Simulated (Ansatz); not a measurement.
Ideal-gas functions of `[O]=[W](=[O])([F])[Cl]` at 500 K and 1 bar, from an Ansatz frequency run at PBE0-D4/def2-TZVP.

Molar mass 270.29 g/mol, point group Cs (symmetry number 1), electronic degeneracy 1, moments of inertia 136.001, 250.92, 268.917 u Å². Harmonic wavenumbers (cm⁻¹, unscaled): 149, 187, 251, 252, 357, 436, 711, 1030, 1075.

Use S(trans) = R[1.5 ln M + 2.5 ln T − 1.1517]; rotational temperatures θ = 24.2544 K / I; S(rot) = R[ln(√π/σ · √(T³/θAθBθC)) + 1.5]; for each mode x = 1.438777 ν̃/T, S = R[x/(eˣ − 1) − ln(1 − e⁻ˣ)] and H = RT x/(eˣ − 1); 1 cm⁻¹ = 0.0119627 kJ/mol; R = 8.31446 J/(mol·K).

**Question.** By hand: the entropy, in J/(mol·K).

**Answer.** Translation 189.4. Rotation: θ = 0.1783, 0.0967, 0.0902 K, giving 121.6. Vibration, mode by mode: 15.42, 13.57, 11.20, 11.17, 8.45, 6.95, 3.68, 1.78, 1.61, in all 73.8. Electronic 0.0. Sum 384.8 J/(mol·K).

**Question.** By hand: H − E and G − E in kJ/mol, counted from the electronic energy.

**Answer.** Zero-point energy ½ × 4448 × 0.0119627 = 26.6; thermal vibration 19.1; translation, rotation and pV give 4 RT = 16.6. H − E = 62.3 kJ/mol, and G − E = 62.3 − 500 × 384.8/1000 = -130.1 kJ/mol.

Vibration gives 19 % of the entropy, 15.4 J/(mol·K) of it from the mode under 150 cm⁻¹: soft modes count most, and the harmonic formula is weakest for them.
